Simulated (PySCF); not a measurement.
Stretching SbBr

Set-up: basis Sb cc-pVTZ-PP with ECP28, Br cc-pVTZ-PP with ECP10; scalar-relativistic core potentials; PySCF 2.14. Energies in eV from Sb + Br in their ground configurations at the same level. All curves are PBE0. state 1: ³Σ⁻ (triplet), unpaired electrons π ↑↑; state 2: Ms = 0 determinant of mixed spin (⟨S²⟩ near 1.0), unpaired electrons π ↑↓, a mixture of terms (⟨Lz²⟩ = 2.0), a second solution, started from another occupation; state 3: singlet, one real π or δ orbital doubly filled, a mixture of terms (⟨Lz²⟩ = 2.0), a second solution, started from another occupation; state 4: quintet, unpaired electrons σ ↑↑, π ↑↑, a second solution, started from another occupation.

| R (Å) | state 1 | state 2 | state 3 | state 4 |
| --- | --- | --- | --- | --- |
| 2.151 | -1.655 | -1.385 | -0.554 | 4.8653 |
| 2.251 | -2.311 | -2.035 | -1.189 | 3.7743 |
| 2.351 | -2.657 | -2.376 | -1.515 | 2.9575 |
| 2.426 | -2.773 | -2.488 | -1.617 | 2.4752 |
| 2.501 | -2.801 | -2.511 | -1.630 | 2.0785 |
| 2.576 | -2.762 | -2.469 | -1.577 | 1.7486 |
| 2.676 | -2.639 | -2.339 | -1.435 | 1.3899 |
| 2.801 | -2.410 | -2.103 | -1.184 | 1.0420 |
| 2.951 | -2.080 | -1.763 | -0.829 | 0.7329 |
| 3.151 | -1.620 | -1.282 | -0.331 | 0.4516 |

**Question.** Put a parabola through the three lowest points of the state 1 curve and estimate Re, k and ωe (reduced mass 47.75 u; 1 eV/Å² = 0.16022 mdyn/Å; ωe = 1302.8·√(k/μ) cm⁻¹).

**Answer.** Through R = 2.426, 2.501, 2.576 Å the second-order coefficient is 5.96 eV/Å², so Re ≈ 2.495 Å, k ≈ 1.91 mdyn/Å and ωe ≈ 260 cm⁻¹. A polynomial fit of higher order to the unrounded PBE0 energies gives Re = 2.491 Å, k = 1.94 mdyn/Å, ωe = 263 cm⁻¹; anharmonicity and rounding make the difference.

The higher-order fit for each curve: state 1: Re = 2.491 Å, ωe = 263 cm⁻¹, De = 2.80 eV; state 2: Re = 2.486 Å, ωe = 265 cm⁻¹, minimum 2.51 eV below the ground-state fragments; state 3: Re = 2.475 Å, ωe = 270 cm⁻¹, minimum 1.63 eV below the ground-state fragments. State 4 gave no clean fit.

These are scalar-relativistic numbers at best; spin–orbit coupling would shift them, the dissociation energy most. The state is the lowest determinant that a PBE0 search found; another state may lie lower at other levels.
